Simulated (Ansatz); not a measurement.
Question: Name a neutral molecule of Al, C, Cl, F, Si and H with LUMO energy (ωB97M-V/def2-TZVPP) between 0.10 and 0.40 eV and size of the dipole moment (ωB97M-V/def2-TZVPP) between 2.20 and 2.50 D (Ansatz, PBE0-D4/def2-TZVP geometry).

Answer: `C[SiH2][Al]([F])[Cl]` (0.22 eV, 2.36 D). Other molecules can fit too; these were computed, each in one conformer that needn't be the lowest.
